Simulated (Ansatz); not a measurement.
`C[SiH2][S][Ti]([Cl])([Cl])[Cl]` + `BBr` → `[Cl][Ti]([Cl])([Cl])[Br]` + `BS[SiH2]C` at 500 K and 1 bar (redistribution).

Calculated with Ansatz (gas phase, PBE0-D4/def2-TZVP geometries, no zero-point term in ΔE). CCSD(T)/CBS is the MP2 limit (def2-TZVPP, def2-QZVPP) plus CCSD(T) − MP2 in def2-TZVPP, frozen cores. For Br, Ti outer-core shells are correlated without core-valence functions, which leaves a few kJ/mol of doubt a bond. Scalar relativity is left out up to krypton. One conformer a species, not always the lowest.

| species | CCSD(T)/CBS energy (Eh) | H − E (kJ/mol) | S (J/(mol·K)) |
| --- | --- | --- | --- |
| `C[SiH2][S][Ti]([Cl])([Cl])[Cl]` | -2956.45554 | 231.2 | 564.9 |
| `BBr` | -2599.32470 | 74.3 | 270.3 |
| `[Cl][Ti]([Cl])([Cl])[Br]` | -4801.83441 | 56.6 | 427.9 |
| `BS[SiH2]C` | -753.95937 | 249.1 | 411.9 |

H − E and S are ideal-gas, rigid-rotor, harmonic terms from PBE0-D4/def2-TZVP, for one conformer and one mirror image of each species. 1 Eh = 2625.50 kJ/mol, R = 8.31446 J/(mol·K).

Question: By hand: ΔE, ΔH, ΔS and ΔG.

Answer: ΔE = (-4801.83441) + (-753.95937) − (-2956.45554) − (-2599.32470) = -0.01354 Eh = -35.5 kJ/mol. Δ(H − E) = 56.6 + 249.1 − 231.2 − 74.3 = 0.2, so ΔH = -35.3 kJ/mol. ΔS = 427.9 + 411.9 − 564.9 − 270.3 = 4.6 J/(mol·K). ΔG = -35.3 − 500 × (4.6)/1000 = -37.6 kJ/mol.

Question: By hand: the equilibrium constant, and the temperature at which ΔG would vanish if ΔH and ΔS stayed fixed.

Answer: log₁₀ K = −ΔG/(RT ln 10) = 3.9. ΔH and −TΔS have one sign here, so there is no such temperature. One of them is within its doubt of zero, so this could turn.

The number of gas molecules stays the same, so ΔS is small and ΔH decides. A doubt of 5 kJ/mol in ΔE shifts log₁₀ K by 0.5 here. Other conformers and mirror images would add mixing entropy, several J/(mol·K) or more a flexible species. Modes under 60 cm⁻¹, often nearly free rotors, make the harmonic entropy too high. These are equilibria of isolated gas molecules and say nothing of rates. Largest T1 diagnostic: 0.024 (customary marks: 0.02 for closed shells, 0.045 for open ones).
